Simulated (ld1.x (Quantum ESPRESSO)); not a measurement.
What one change does to a pseudopotential (hafnium, PAW)

Hf (Z = 72), PAW, made with ld1.x (Quantum ESPRESSO) 7.5 (BLYP, scalar-relativistic). Core [Kr] 4d10 4f14, reference 5s2 5p6 5d2 6s2 6p0. Waves: 5s (bound): rcut 1.65, rcutus 1.80 bohr; 6s (bound): rcut 1.65, rcutus 1.80 bohr; 5p (bound): rcut 1.85, rcutus 2.10 bohr; 6p (bound, empty): rcut 1.85, rcutus 2.10 bohr; 5d (bound): rcut 2.25, rcutus 2.40 bohr; 5d channel at 1.7 Ry: rcut 2.25, rcutus 2.40 bohr. Local part: all-electron potential smoothed inside 1.95 bohr (lloc = -2). Core correction: Bessel-smoothed model core inside 1.75 bohr. Augmentation charge: GAUSS, radius 1.60 bohr.

Change: wave 5d channel at 1.7 Ry: rcut 2.25, rcutus 2.40 bohr becomes 5d channel at 0.78 Ry: rcut 2.25, rcutus 2.40 bohr.

Cutoffs: the cutoffs (Ry, on a coarse ladder) from which the occupation-weighted sum of valence levels, in a spherical-Bessel basis at the reference potential, stays within 10 and 1 mRy of its value at 400 Ry; they do not see the model core or the augmentation charge, which bear on the density cutoff. Errors are all-electron minus pseudo energies relative to the spin-unpolarised reference configuration.

Question: How do hardness, ghosts and transferability respond?

Answer: The potential gets neither clearly harder nor softer (25 Ry and 35 Ry → 25 Ry and 35 Ry); the s channel sets the loose cutoff, while the largest relative change is in d, which becomes harder; the errors of the 7 common tests hardly move; the range in which the d phases agree widens (upper end 3.6 → at the end of the scan); neither file shows a bound ghost.

| quantity | base | changed |
| --- | --- | --- |
| cutoff, loose | 25 Ry | 25 Ry |
| cutoff, tight | 35 Ry | 35 Ry |
| loose cutoff by channel (10 mRy a level) | s 18 Ry, p 15 Ry, d 12 Ry | s 18 Ry, p 15 Ry, d 15 Ry |
| bound ghosts | none | none |
| error for 5s2 5p6 5d2 6s1 6p0, meV [ΔE 7.90 eV] | -3.2 | -3.2 |
| error for 5s2 5p6 5d2 6s0 6p0, meV [ΔE 22.18 eV] | -12 | -12 |
| error for 5s2 5p6 5d1 6s0 6p0, meV [ΔE 43.99 eV] | -71 | -72 |
| error for 5s2 5p6 5d1 6s2 6p1, meV [ΔE 1.98 eV] | -5.9 | -5.9 |
| error for 5s2 5p6 5d2 6s0 6p2, meV [ΔE 7.97 eV] | -1.6 | -1.6 |
| error for 5s2 5p6 5d3 6s0 6p0, meV [ΔE 10.00 eV] | -10 | -10 |
| error for 5s2 5p6 5d1 6s2 6p0, meV [ΔE 6.38 eV] | -9.9 | -9.9 |
| s: phases at 2.60 bohr within 0.05 rad from the reference energy up to (Ry; the scan ends near 5) | to the end of the scan | to the end of the scan |
| p: phases at 2.60 bohr within 0.05 rad from the reference energy up to (Ry; the scan ends near 5) | to the end of the scan | to the end of the scan |
| d: phases at 2.60 bohr within 0.05 rad from the reference energy up to (Ry; the scan ends near 5) | 3.6 | to the end of the scan |
| lowest overlap eigenvalue by channel | s 0.09, p 0.10, d 0.40 | s 0.09, p 0.10, d 0.95 |
